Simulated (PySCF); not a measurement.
Two-component Hartree-Fock for Pr³²⁺ (praseodymium, charge +32)

Start: [Ar] 3d9; 3d3/2 filled at m_j = -3/2, -1/2, +1/2, +3/2; 3d5/2 filled at m_j = -3/2, -1/2, +1/2, +3/2, +5/2. Calculated with PySCF 2.14 in an even-tempered Gaussian basis (16 s from 5.5 bohr⁻², ratio 2.8; 12 p from 7.2 bohr⁻², ratio 2.8; 8 d from 7.2 bohr⁻², ratio 2.8; 3 f from 29 bohr⁻², ratio 3): generalised Hartree-Fock with the X2C-1e Hamiltonian and a Gaussian nucleus; one run each with spin-orbit coupling (SO) switched off, then screened by Boettger's factors.

| spinor shell | electrons | ε, spin-free (eV) | ε, screened SO (eV) | weight of nominal j (screened SO) | rms radius, screened SO (bohr) |
| --- | --- | --- | --- | --- | --- |
| 1s1/2 | 2 | -43470.0 | -43463.8 | 1.000 | 0.0275 |
| 2s1/2 | 2 | -8137.8 | -8135.8 | 1.000 | 0.111 |
| 2p1/2 | 2 | -7411.2 | -7752.4 | 1.000 | 0.0955 |
| 2p3/2 | 4 | -7411.2 | -7261.0 | 1.000 | 0.101 |
| 3s1/2 | 2 | -2676.5 | -2676.0 | 1.000 | 0.283 |
| 3p1/2 | 2 | -2440.1 | -2515.5 | 0.999 | 0.274 |
| 3p3/2 | 4 | -2440.1 | -2406.5 | 1.000 | 0.286 |
| 3d3/2 | 4 | -2126.2 | -2140.2 | 0.988 | 0.255 |
| 3d5/2 | 5 | -2126.2 | -2116.2 | 0.990 | 0.258 |

```csv
quantity,spin-free,screened SO
E (hartree),-8640.23987,-8644.74591
M_J,5/2,5/2
⟨J²⟩,8.750,8.750
⟨L²⟩,6.000,6.023
⟨S²⟩,0.750,0.772
```

Each row is a mean over spinors that exchange with the open shell spreads, by up to 20.818 eV (3p3/2).

Breit and QED terms are absent; they matter most for the inner s and p1/2 levels.

Densities and radii are taken from the X2C orbitals without a picture-change correction, which distorts them close to the nucleus.

Without spin-orbit coupling the j labels of p, d and f shells carry no meaning; the spin-free column gives the mean over the occupied spinors of each nl shell.
